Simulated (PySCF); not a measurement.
```xyz
9

B      2.2827     0.2807     0.2034
C      0.8013     0.0994     0.0151
C     -0.3897    -0.0460    -0.1368
C     -1.8214    -0.2248    -0.3137
H      2.8007     1.3015    -0.1136
H      2.9333    -0.5972     0.6690
H     -2.2504     0.5724    -0.9201
H     -2.0292    -1.1829    -0.7910
H     -2.3150    -0.2232     0.6592
```

Charge 0, multiplicity 1.

Task: Give the Mulliken and meta-Löwdin atomic charges from M06-2X/def2-TZVP in PySCF.

Result: 
```
atom  Mulliken (e)  meta-Löwdin (e)
----  ------------  ---------------
B1           -0.06            -0.01
C2            0.02            -0.16
C3           -0.01             0.02
C4           -0.53            -0.34
H5            0.03             0.02
H6            0.02             0.02
H7            0.17             0.14
H8            0.17             0.15
H9            0.18             0.15
```
